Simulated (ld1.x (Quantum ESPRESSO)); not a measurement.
V: TM pseudisation with LDA (PZ), scalar-relativistic reference atom.

| Item | Value |
| --- | --- |
| Element | V |
| Generator | ld1.x (Quantum ESPRESSO) 7.5 |
| Type | norm-conserving Troullier–Martins (Kleinman–Bylander form) |
| Functional | LDA (PZ) |
| Relativity | scalar-relativistic |
| Frozen core | [Ar] |
| Valence charge | 5 |
| Reference configuration | 3d3 4s2 4p0 |
| Partial waves | 4s (bound): rc 2.45 bohr; 4p (bound, empty): rc 2.60 bohr; 3d (bound): rc 1.50 bohr |
| Local potential | all-electron potential smoothed inside 1.60 bohr (lloc = -1) |
| Core correction | none |

All-electron outer shells of the reference configuration (LDA (PZ), scalar-relativistic, ld1.x):

| shell | level (eV) | outermost node (bohr) | outermost maximum (bohr) |
| --- | --- | --- | --- |
| 3s | -69.83 | 0.38 | 0.82 |
| 3p | -43.95 | 0.35 | 0.84 |
| 3d | -5.38 | – | 0.88 |
| 4s | -4.85 | 1.17 | 2.72 |
| 4p | -1.53 | 1.30 | 3.63 |

Q: Does the generator finish with these settings?

A: Yes, a potential is produced and its reference levels are reproduced.

Q: Estimate the cutoffs (Ry, on a coarse ladder) from which the occupation-weighted sum of valence levels, in a spherical-Bessel basis at the reference potential, stays within 10 and 1 mRy of its value at 400 Ry.

A: 90 Ry and 100 Ry.

Q: What does a ghost test show?

A: Ghost state, extra bound levels that the all-electron valence spectrum of the same l lacks: s at -34.2 eV. A true bound ghost makes a file unfit for plane-wave use.

Q: Which valence shell sets the plane-wave cutoff?

A: 3d: its level needs 100 Ry to come within 1 mRy, against 15 Ry for 4s.

Q: Tests: 3d3 4s1 4p0; 3d3 4s0 4p0; 3d2 4s0 4p0; 3d4 4s1 4p0; 3d3 4s1.5 4p0; 3d2 4s2 4p1; 3d4 4s0 4p0. Which has the largest error in its energy relative to the reference configuration, and how large is it?

A: 3d2 4s0 4p0, with +174 meV (all-electron minus pseudo) on +51.64 eV.
